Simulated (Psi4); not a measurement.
A run for Psi4: SAPT0/jun-cc-pV(D+d)Z on C2H6O2 (a complex).

```
memory 8100 MB

molecule dimer {
0 1
C     0.31074965   -0.56004906    0.25018440
O    -0.37327765    0.62179877    0.66300075
H     0.85708018   -0.40363939   -0.68452736
H    -0.45096744   -1.31991489    0.08286835
H     1.00265746   -0.91502922    1.01962444
H     0.27898971    1.31903466    0.78971361
--
0 1
C    -0.45707402    0.21757143    3.35706712
O     0.69881734    0.02069105    3.62106779
H    -0.90936007    1.22533182    3.40618659
H    -1.14492098   -0.59830255    3.07091892
units angstrom
symmetry c1
no_reorient
no_com
}

set {
  basis jun-cc-pV(D+d)Z
  scf_type df
  freeze_core true
}

energy('sapt0')
```

Output:

```
[...]
==> Input File <==

--------------------------------------------------------------------------
memory 8100 MB

molecule dimer {
0 1
C     0.31074965   -0.56004906    0.25018440
O    -0.37327765    0.62179877    0.66300075
H     0.85708018   -0.40363939   -0.68452736
H    -0.45096744   -1.31991489    0.08286835
H     1.00265746   -0.91502922    1.01962444
H     0.27898971    1.31903466    0.78971361
--
0 1
C    -0.45707402    0.21757143    3.35706712
O     0.69881734    0.02069105    3.62106779
H    -0.90936007    1.22533182    3.40618659
H    -1.14492098   -0.59830255    3.07091892
units angstrom
symmetry c1
no_reorient
no_com
}

set {
  basis jun-cc-pV(D+d)Z
  scf_type df
  freeze_core true
}

energy('sapt0')
--------------------------------------------------------------------------


   => Loading Basis Set <=

    Name: JUN-CC-PV(D+D)Z
    Role: ORBITAL
    Keyword: BASIS
    atoms 1, 7      entry C          line   188 file jun-cc-pv_dpd_z.gbs
    atoms 2, 8      entry O          line   256 file jun-cc-pv_dpd_z.gbs
    atoms 3-6, 9-10 entry H          line    60 file jun-cc-pv_dpd_z.gbs

   => Loading Basis Set <=

    Name: JUN-CC-PV(D+D)Z
    Role: ORBITAL
    Keyword: BASIS
    atoms 1, 7      entry C          line   188 file jun-cc-pv_dpd_z.gbs
    atoms 2, 8      entry O          line   256 file jun-cc-pv_dpd_z.gbs
    atoms 3-6, 9-10 entry H          line    60 file jun-cc-pv_dpd_z.gbs


  //>>>>>>>>>>>>>>>>>>>>>>>>>>>>>>>>>>>//
  //              Dimer HF             //
  //<<<<<<<<<<<<<<<<<<<<<<<<<<<<<<<<<<<//

   => Libint2 <=

    Primary   basis highest AM E, G, H:  7, 6, 3
    Auxiliary basis highest AM E, G, H:  7, 7, 4
    Onebody   basis highest AM E, G, H:  -, -, -
    Solid Harmonics ordering:            Gaussian


   => Loading Basis Set <=

    Name: JUN-CC-PV(D+D)Z
    Role: ORBITAL
    Keyword: BASIS
    atoms 1, 7      entry C          line   188 file jun-cc-pv_dpd_z.gbs
    atoms 2, 8      entry O          line   256 file jun-cc-pv_dpd_z.gbs
    atoms 3-6, 9-10 entry H          line    60 file jun-cc-pv_dpd_z.gbs


         ---------------------------------------------------------
                                   SCF
               by Justin Turney, Rob Parrish, Andy Simmonett
                          and Daniel G. A. Smith
                              RHF Reference
                        4 Threads,   7724 MiB Core
         ---------------------------------------------------------

  ==> Geometry <==

    Molecular point group: c1
    Full point group: C1

    Geometry (in Angstrom), charge = 0, multiplicity = 1:

       Center              X                  Y                   Z               Mass
    ------------   -----------------  -----------------  -----------------  -----------------
         C            0.310749650000    -0.560049060000     0.250184400000    12.000000000000
         O           -0.373277650000     0.621798770000     0.663000750000    15.994914619570
         H            0.857080180000    -0.403639390000    -0.684527360000     1.007825032230
         H           -0.450967440000    -1.319914890000     0.082868350000     1.007825032230
         H            1.002657460000    -0.915029220000     1.019624440000     1.007825032230
         H            0.278989710000     1.319034660000     0.789713610000     1.007825032230
         C           -0.457074020000     0.217571430000     3.357067120000    12.000000000000
         O            0.698817340000     0.020691050000     3.621067790000    15.994914619570
         H           -0.909360070000     1.225331820000     3.406186590000     1.007825032230
         H           -1.144920980000    -0.598302550000     3.070918920000     1.007825032230

  Running in c1 symmetry.

  Rotational constants: A =      0.50296  B =      0.04367  C =      0.04190 [cm^-1]
  Rotational constants: A =  15078.35201  B =   1309.24351  C =   1256.22796 [MHz]
  Nuclear repulsion =  119.325330511924619

  Charge       = 0
  Multiplicity = 1
  Electrons    = 34
  Nalpha       = 17
  Nbeta        = 17

  ==> Algorithm <==

  SCF Algorithm Type is DF.
  DIIS enabled.
  MOM disabled.
  Fractional occupation disabled.
  Guess Type is SAD.
  Energy threshold   = 1.00e-08
  Density threshold  = 1.00e-08
  Integral threshold = 1.00e-12

  ==> Primary Basis <==

  Basis Set: JUN-CC-PV(D+D)Z
    Blend: JUN-CC-PV(D+D)Z
    Number of shells: 50
    Number of basis functions: 102
    Number of Cartesian functions: 106
    Spherical Harmonics?: true
    Max angular momentum: 2

   => Loading Basis Set <=

    Name: (JUN-CC-PV(D+D)Z AUX)
    Role: JKFIT
    Keyword: DF_BASIS_SCF
    atoms 1, 7      entry C          line   146 file jun-cc-pvdz-jkfit.gbs
    atoms 2, 8      entry O          line   258 file jun-cc-pvdz-jkfit.gbs
    atoms 3-6, 9-10 entry H          line    70 file jun-cc-pvdz-jkfit.gbs

  ==> Integral Setup <==

  DFHelper Memory: AOs need 0.039 GiB; user supplied 5.658 GiB.
  SCF_SUBTYPE=INCORE selected. In-core MEM_DF algorit
[...]
          31.3517017134520977
    One-Electron Energy =                -217.3438027407609070
    Two-Electron Energy =                  72.1091907350726160
    Total Energy =                       -113.8829102922362040

Computation Completed


Properties will be evaluated at   0.000000,   0.000000,   0.000000 [a0]

Properties computed using the SCF density matrix


 Multipole Moments:

 ------------------------------------------------------------------------------------
     Multipole            Electronic (a.u.)      Nuclear  (a.u.)        Total (a.u.)
 ------------------------------------------------------------------------------------

 L = 1.  Multiply by 2.5417464519 to convert [e a0] to [Debye]
 Dipole X            :         -2.6049983            1.5000902           -1.1049080
 Dipole Y            :         -3.7762255            3.9646194            0.1883939
 Dipole Z            :       -105.2946866          105.0461914           -0.2484952
 Magnitude           :                                                    1.1480697

 ------------------------------------------------------------------------------------

  Constructing Basis Sets for SAPT...

   => Loading Basis Set <=

    Name: (JUN-CC-PV(D+D)Z AUX)
    Role: RIFIT
    Keyword: DF_BASIS_SAPT
    atoms 1, 7      entry C          line   100 file jun-cc-pvdz-ri.gbs
    atoms 2, 8      entry O          line   188 file jun-cc-pvdz-ri.gbs
    atoms 3-6, 9-10 entry H          line    30 file jun-cc-pvdz-ri.gbs

   => Loading Basis Set <=

    Name: (JUN-CC-PV(D+D)Z AUX)
    Role: JKFIT
    Keyword: DF_BASIS_ELST
    atoms 1, 7      entry C          line   146 file jun-cc-pvdz-jkfit.gbs
    atoms 2, 8      entry O          line   258 file jun-cc-pvdz-jkfit.gbs
    atoms 3-6, 9-10 entry H          line    70 file jun-cc-pvdz-jkfit.gbs


  //>>>>>>>>>>>>>>>>>>>>>>>>>>>>>>>>>>>//
  //               SAPT0               //
  //<<<<<<<<<<<<<<<<<<<<<<<<<<<<<<<<<<<//



        SAPT0
    Ed Hohenstein
     6 June 2009

      Orbital Information
  --------------------------
    NSO        =       102
    NMO        =       102
    NRI        =       344
    NRI (Elst) =       454
    NOCC A     =         9
    NOCC B     =         8
    FOCC A     =         2
    FOCC B     =         2
    NVIR A     =        93
    NVIR B     =        94

    Elst10,r            =    -0.010039679517 [Eh]
    Exch10              =     0.010093621041 [Eh]
    Exch10 (S^2)        =     0.010034670838 [Eh]

    Maxiter = 50
    CPHF R converge = 1.000000E-08

    Iter     Energy [mEh]          dE [mEh]         Residual      Time [s]
       1      -2.07123707       2.071237072     7.930112e-03             0
       2      -2.73454209       0.663305021     2.093288e-03             0
       3      -2.73706918       0.002527091     9.085979e-04             0
       4      -2.72609157      -0.010977617     2.165700e-04             0
       5      -2.72515414      -0.000937432     4.918546e-05             0
       6      -2.72587241       0.000718279     1.166057e-05             0
       7      -2.72581382      -0.000058593     4.041677e-06             0
       8      -2.72578177      -0.000032048     9.361500e-07             0
       9      -2.72578939       0.000007621     2.035062e-07             0
      10      -2.72578882      -0.000000576     5.212301e-08             0
      11      -2.72578872      -0.000000102     1.203989e-08             0
      12      -2.72578877       0.000000050     2.167041e-09             0

    CHF Iterations converged

    Maxiter = 50
    CPHF R converge = 1.000000E-08

    Iter     Energy [mEh]          dE [mEh]         Residual      Time [s]
       1      -1.41672824       1.416728239     8.130447e-03             0
       2      -1.52594441       0.109216175     3.171216e-03             0
       3      -1.65800366       0.132059243     7.834569e-04             0
       4      -1.65438303      -0.003620629     3.613588e-04             0
       5      -1.64915312      -0.005229907     9.539580e-05             0
       6      -1.65066103       0.001507906     2.539496e-05             0
       7      -1.65058852      -0.000072507     6.872966e-06             0
       8      -1.65052527      -0.000063249     3.739564e-06             0
       9      -1.65056397       0.000038703     1.192016e-06             0
      10      -1.65055721      -0.000006758     1.945060e-07             0
      11      -1.65055747       0.000000254     3.286228e-08             0
      12      -1.65055759       0.000000119     7.091601e-09             0

    CHF Iterations converged

    Ind20,r (A<-B)      =    -0.002725788767 [Eh]
    Ind20,r (B<-A)      =    -0.001650557587 [Eh]
    Ind20,r             =    -0.004376346354 [Eh]
    Exch-Ind20,r (A<-B) =     0.002064085992 [Eh]
    Exch-Ind20,r (B<-A) =     0.001213256684 [Eh]
    Exch-Ind20,r        =     0.003277342676 [Eh]
    Disp20              =    -0.004117272029 [Eh]
    Disp20 (SS)         =    -0.002058636015 [Eh]
    Disp20 (OS)         =    -0.002058636015 [Eh]
    Exch-Disp20         =     0.000668490042 [Eh]
    Exch-Disp20 (SS)    =     0.000359953131 [Eh]
    Exch-Disp20 (OS)    =     0.000308536911 [Eh]

    SAPT Results
  --------------------------------------------------------------------------------------------------------
    Electrostatics                -10.03967952 [mEh]      -6.29999401 [kcal/mol]     -26.35917494 [kJ/mol]
      Elst10,r                    -10.03967952 [mEh]      -6.29999401 [kcal/mol]     -26.35917494 [kJ/mol]

    Exchange                       10.09362104 [mEh]       6.33384283 [kcal/mol]      26.50079839 [kJ/mol]
      Exch10                       10.09362104 [mEh]       6.33384283 [kcal/mol]      26.50079839 [kJ/mol]
      Exch10(S^2)                  10.03467084 [mEh]       6.29685102 [kcal/mol]      26.34602466 [kJ/mol]

    Induction                      -2.22861697 [mEh]      -1.39847826 [kcal/mol]      -5.85123304 [kJ/mol]
      Ind20,r                      -4.37634635 [mEh]      -2.74619880 [kcal/mol]     -11.49009577 [kJ/mol]
      Exch-Ind20,r                  3.27734268 [mEh]       2.05656358 [kcal/mol]       8.60466201 [kJ/mol]
      delta HF,r (2)               -1.12961329 [mEh]      -0.70884304 [kcal/mol]      -2.96579928 [kJ/mol]

    Dispersion                     -3.44878199 [mEh]      -2.16414337 [kcal/mol]      -9.05477586 [kJ/mol]
      Disp20                       -4.11727203 [mEh]      -2.58362720 [kcal/mol]     -10.80989622 [kJ/mol]
      Exch-Disp20                   0.66849004 [mEh]       0.41948383 [kcal/mol]       1.75512036 [kJ/mol]
      Disp20 (SS)                  -2.05863601 [mEh]      -1.29181360 [kcal/mol]      -5.40494811 [kJ/mol]
      Disp20 (OS)                  -2.05863601 [mEh]      -1.29181360 [kcal/mol]      -5.40494811 [kJ/mol]
      Exch-Disp20 (SS)              0.35995313 [mEh]       0.22587400 [kcal/mol]       0.94505682 [kJ/mol]
      Exch-Disp20 (OS)              0.30853691 [mEh]       0.19360983 [kcal/mol]       0.81006355 [kJ/mol]

  Total HF                         -2.17467544 [mEh]      -1.36462944 [kcal/mol]      -5.70960959 [kJ/mol]
  Total SAPT0                      -5.62345743 [mEh]      -3.52877281 [kcal/mol]     -14.76438545 [kJ/mol]

  Special recipe for scaled SAPT0 (see Manual):
    Electrostatics sSAPT0         -10.03967952 [mEh]      -6.29999401 [kcal/mol]     -26.35917494 [kJ/mol]
    Exchange sSAPT0                10.09362104 [mEh]       6.33384283 [kcal/mol]      26.50079839 [kJ/mol]
    Induction sSAPT0               -2.17051724 [mEh]      -1.36202013 [kcal/mol]      -5.69869222 [kJ/mol]
    Dispersion sSAPT0              -3.43693120 [mEh]      -2.15670689 [kcal/mol]      -9.02366162 [kJ/mol]
  Total sSAPT0                     -5.55350691 [mEh]      -3.48487820 [kcal/mol]     -14.58073040 [kJ/mol]
  --------------------------------------------------------------------------------------------------------



*** Psi4 exiting successfully. Buy a developer a beer!
```

The run finished.

Cost: roughly 20 core-seconds.
